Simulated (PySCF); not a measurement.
Estimate the missing entries of this data sheet.

B₂Br₂FH₅P₂.
SMILES: `F[B@-]1(Br)[PH2+][B@H-](Br)[PH2+]1`

```json
{"property": "point group", "level": "PBE0-D3(BJ)/def2-SVP", "value": "?"}
{"property": "rotational constants A, B, C", "level": "PBE0-D3(BJ)/def2-SVP", "value": "1.711, 0.331, 0.326 GHz"}
{"property": "dipole moment", "level": "CAM-B3LYP/def2-SVPD", "value": "?"}
{"property": "HOMO energy", "level": "CAM-B3LYP/def2-SVPD", "value": "?"}
{"property": "LUMO energy", "level": "CAM-B3LYP/def2-SVPD", "value": "?"}
{"property": "lowest singlet excitation", "level": "TDDFT CAM-B3LYP/def2-SVPD", "value": "5.36 eV (231 nm, f = 0.003)"}
{"property": "strongest line among the 6 lowest singlet transitions", "level": "TDDFT CAM-B3LYP/def2-SVPD", "value": "S6 at 6.53 eV (190 nm, f = 0.036)"}
{"property": "static isotropic polarisability", "level": "CAM-B3LYP/def2-SVPD", "value": "?"}
{"property": "electronic spatial extent ⟨r²⟩ about the centre of nuclear charge", "level": "CAM-B3LYP/def2-SVPD", "value": "2956 bohr²"}
```

Electronic properties: PySCF, gas phase, density fitting. The structure is a single PBE0-D3(BJ)/def2-SVP conformer in the gas phase; no vibrational or solvent corrections. Relativistic effects, spin–orbit coupling among them, are left out although an element past zinc is present.

(1) Give the HOMO energy.

(2) Give the dipole moment.

(3) What is the static isotropic polarisability?

(4) Give the LUMO energy.

(5) What is the point group?

## Answers

(1) -8.81 eV.

(2) 1.09 D.

(3) 122.8 au.

(4) -0.30 eV.

(5) Cs.

The polarisability is 18.20 Å³ as a volume (1 au = 0.148185 Å³), or 0.99 au for each of the 124 electrons. The principal polarisabilities are 102.3, 118.7 and 147.4 au; their mean is the isotropic value. No computed singlet falls in the visible range (750 to 380 nm, 1.65 to 3.26 eV); S1 lies 2.10 eV above its blue end. The rotational constants make it an asymmetric top with κ = (2B − A − C)/(A − C) = -0.99, nearer the prolate limit (−1). With B = h/(8π²I), that is 505.379 GHz u Å² over I, the principal moments of inertia are 295.3, 1526.4 and 1548.1 u Å² (most abundant isotopes).
